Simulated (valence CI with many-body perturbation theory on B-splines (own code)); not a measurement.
## Hyperfine factors and g values of Ir XXXVIII

Computed by valence CI with perturbative core correlation (CI+MBPT): four valence electrons over a frozen Dirac-Fock core [Kr], radial functions for each j: 9 s, 9 p, 10 d, 8 f, 5 g, 3 h, 1 i, with the one-electron correlation potential Σ1 (screened to all orders), the two-electron term Σ2, the three-electron term Σ3, Breit, model QED; selected single and double excitations, second order for the rest (own B-spline code, finite nucleus).

The last digits are not significant, and no measured levels were compared; by estimate large intervals hold to a few tenths of a per cent, small ones and those within an open d or f shell to about a per cent. Only levels of the ground parity were solved; by the run's estimate the other parity begins above the list, which can be wrong where configurations are misplaced.

A/g_I is the dipole constant over the nuclear g factor μ/I (μ in nuclear magnetons, uniformly magnetised nucleus), B/Q the quadrupole constant per barn. Both hold the static response of the core; the bare values leave it out. Large factors of s and p1/2 electrons are usually good to 5 to 10 %; those of open d and f shells near neutrality can be off by tens of per cent, and small factors of p3/2, d and f electrons come from cancelling terms and can be off by a factor of two or in sign, in half-filled shells by more. B is blank for J = 1/2, where it vanishes, and for nearly pure S terms. Energies count from the lowest level. Levels with J = 0 are left out.

Levels are named by their leading jj configuration (3d3/2^4 stands for four electrons in 3d with j = 3/2), which in mixed levels can hold well under half, so a name can repeat and another be missing. Letters in brackets count levels of one name in rising energy.

| Level | E (cm⁻¹) | g | A/g_I (MHz) | A/g_I bare | B/Q (MHz/b) | B/Q bare |
| --- | --- | --- | --- | --- | --- | --- |
| (4d3/2^3 4d5/2) J=1 | 150450 | 1.496 | -2800 | -1660 | 5970 | 5720 |
| (4d3/2^3 4d5/2) J=4 | 192640 | 1.074 | 18300 | 18200 | 1150 | 963 |
| (4d3/2^3 4d5/2) J=2 | 196690 | 1.232 | 11500 | 11900 | 16200 | 15700 |
| (4d3/2^3 4d5/2) J=3 | 208330 | 1.140 | 16100 | 16200 | 12600 | 12100 |
| (4d3/2^2 4d5/2^2) J=2 [a] | 334830 | 1.246 | 5430 | 5860 | 11400 | 11100 |
| (4d3/2^2 4d5/2^2) J=4 [a] | 341880 | 1.152 | 14500 | 14600 | -7670 | -7490 |
| (4d3/2^2 4d5/2^2) J=3 [a] | 346070 | 1.166 | 12000 | 12200 | 2540 | 2440 |
| (4d3/2^2 4d5/2^2) J=5 | 362060 | 1.084 | 16700 | 16600 | 15700 | 15100 |
| (4d3/2^2 4d5/2^2) J=1 | 373570 | 1.097 | 19300 | 19200 | 2230 | 2120 |
| (4d3/2^2 4d5/2^2) J=6 | 373940 | 1.076 | 17800 | 17700 | 19500 | 18800 |
| (4d3/2^2 4d5/2^2) J=3 [b] | 386810 | 1.081 | 18900 | 18800 | 4510 | 4350 |
| (4d3/2^2 4d5/2^2) J=4 [b] | 388980 | 1.033 | 19200 | 19000 | -5230 | -4990 |
| (4d3/2^2 4d5/2^2) J=2 [b] | 392910 | 1.084 | 17200 | 17100 | 7500 | 7220 |
| (4d3/2^2 4d5/2^2) J=2 [c] | 433610 | 0.989 | 23200 | 22900 | -2830 | -2760 |
| (4d3/2^2 4d5/2^2) J=4 [c] | 447690 | 1.196 | 12600 | 12900 | 30400 | 29300 |
| (4d3/2^2 4d5/2^2) J=2 [d] | 485430 | 1.142 | 16300 | 16400 | -8570 | -8210 |
| (4d3/2 4d5/2^3) J=4 [a] | 525120 | 1.155 | 12200 | 12300 | -16300 | -15800 |
| (4d3/2 4d5/2^3) J=3 [a] | 527860 | 1.188 | 9340 | 9600 | 2220 | 2200 |
| (4d3/2 4d5/2^3) J=1 [a] | 543920 | 0.972 | 17100 | 16700 | 7560 | 7240 |
| (4d3/2 4d5/2^3) J=5 | 548630 | 1.141 | 14300 | 14400 | -11100 | -10700 |
| (4d3/2 4d5/2^3) J=6 | 552820 | 1.082 | 16500 | 16400 | 22500 | 21800 |
| (4d3/2 4d5/2^3) J=2 [a] | 573970 | 1.064 | 18600 | 18500 | 14800 | 14200 |
| (4d3/2 4d5/2^3) J=3 [b] | 580740 | 1.090 | 16400 | 16300 | 4770 | 4680 |
| (4d3/2 4d5/2^3) J=1 [b] | 625640 | 1.419 | 2810 | 3720 | -12000 | -11500 |
| (4d3/2 4d5/2^3) J=3 [c] | 626180 | 1.060 | 18000 | 17900 | 24300 | 23400 |
| (4d3/2 4d5/2^3) J=4 [b] | 631550 | 1.048 | 18300 | 18100 | 22400 | 21700 |
| (4d3/2 4d5/2^3) J=2 [b] | 642070 | 1.117 | 15900 | 15900 | -30400 | -29300 |
| (4d5/2^4) J=4 | 736870 | 1.163 | 11900 | 12100 | -20900 | -20100 |
| (4d5/2^4) J=2 | 769800 | 1.091 | 12800 | 12800 | 13800 | 13300 |

Task: Take the isotope of mass number 191, with I = 3/2, μ = 0.1502 μN and Q = 0.816 b. What is the hyperfine structure of (4d3/2^3 4d5/2) J=2?

Result: From the table A = 1150 MHz, B = 13200 MHz. Shifts from the centre of gravity in MHz: F = 1/2: 6380, F = 3/2: -3450, F = 5/2: -8820, F = 7/2: 6750.
